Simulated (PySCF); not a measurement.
CH3F3Si, SMILES FC([SiH3])(F)F. Atoms are numbered in the order given.

```xyz
8

Si     0.0000     0.0000    -1.5150
C      0.0000     0.0000     0.4146
F     -1.0848    -0.6263     0.9116
F      0.0000     1.2526     0.9116
F      1.0848    -0.6263     0.9116
H      0.0000    -1.4159    -1.9637
H      1.2262     0.7079    -1.9637
H     -1.2262     0.7079    -1.9637
```
Charge 0, spin multiplicity 1.

Geometry optimised at ωB97X-D3(BJ)/def2-SVP.

Level of theory: CAM-B3LYP/def2-TZVP (PySCF).

```yaml
total_energy: -629.00747 hartree
point_group: C3v
highest_occupied_level: -11.13 eV
lowest_empty_level: 1.02 eV
orbital_gap: 12.15 eV
dipole_moment: 2.21 D
quadrupole, principal values (traceless, Buckingham form, about the centre of nuclear charge): -1.06, -1.06, 2.12 D·Å
mean_static_polarisability: 40.6 bohr³ (6.01 Å³)
polarisability_principal_values: 39.8, 39.8, 42.2 bohr³
```
